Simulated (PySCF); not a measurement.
Si(Br)(Me)(Et)(Vi), C5H11BrSi, SMILES C=C[Si](Br)(C)CC, singlet at its GFN2-xTB optimised geometry (Å):

```
18

C     -2.1724    -0.7387     2.4531
C     -1.5649    -1.1781     1.3623
Si    -0.8772    -0.0733     0.0000
C     -1.6174     1.6727     0.0000
Br    -1.4959    -1.0450    -1.9429
C      1.0273    -0.0733     0.0000
C      1.6149     0.5314     1.2700
H     -2.5463    -1.4057     3.2144
H     -2.3281     0.3126     2.6350
H     -1.4442    -2.2478     1.2332
H     -1.2683     2.2478    -0.8539
H     -2.7023     1.6363    -0.0499
H     -1.3434     2.2160     0.8992
H      1.3913    -1.0971    -0.1104
H      1.3984     0.4779    -0.8668
H      2.7023     0.4898     1.2487
H      1.2710    -0.0101     2.1493
H      1.3193     1.5732     1.3750
```

Method: PySCF 2.14.0 with B3LYP/def2-SVP. Cells within 0.4 Å of a nucleus heavier than hydrogen are left out (blank, or x).

Map of the electrostatic potential (hartree/e), clipped to [-0.08, 0.12] on the plane z = 1.0 Å:

```
|11111111111111111111111111111|
|11111111111111111111111111111|
|11111111111111111111111111111|
|11111111112222222111111111111|
|11111111122222222221111111111|
|11111111233332222222111111111|
|11111112369953222222211111111|
|11112222599994323443211111111|
|11122223699994335895211111111|
|11122234799974348999421111111|
|11122234699865448999843221111|
|11112223578987669999999532111|
|111112235799999899xx999942211|
|111111236999999999xx999952211|
|11111113699999999999999732211|
|11000013999999989999854322111|
|10000015999999866665322221111|
|00000018999998543333221111111|
|00000018999996332222221111111|
|00000014999984222222211111111|
|00000012899973222222111111111|
|10000012699963221111111111111|
|11000112489842211111111111111|
|11111111234322111111111111111|
|11111111122221111111111111111|
|11111111111111111111111111111|
|11111111111111111111111111111|
|11111111111111111111111111111|
|11111111111111111111111111111|
```
Scale: ten equal steps from -0.019 (start of '0') to 0.120 (end of '9'), in the order '0123456789'; x runs from -5.00 to 5.00, y from -5.00 (bottom) to 5.00 (top).
